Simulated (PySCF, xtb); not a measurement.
Al(OH)(OMe)(SeH) (CH5AlO2Se), SMILES C[O][Al]([OH])[SeH]. The values are those of a single conformer.

Harmonic wavenumbers (cm⁻¹) from GFN2-xTB run with xtb at its own minimum, in rising order: 32, 83, 123, 138, 168, 177, 253, 319, 371, 422, 519, 644, 908, 1139, 1141, 1221, 1419, 1479, 1481, 2048, 2953, 2957, 2968, 3779.

Problem. What does r2SCAN-D4/def2-SVP run with PySCF 2.14.0 give at its own minimum? (The exact figures need the calculation; the answer reports its results.)

Solution. 52, 62, 70, 135, 209, 228, 243, 287, 379, 510, 589, 711, 899, 1181, 1188, 1266, 1473, 1479, 1485, 2437, 2975, 3057, 3075, 3949. Paired by order, the mean absolute difference is 61 cm⁻¹ and the zero-point energies are 38.2 and 39.9 kcal/mol.
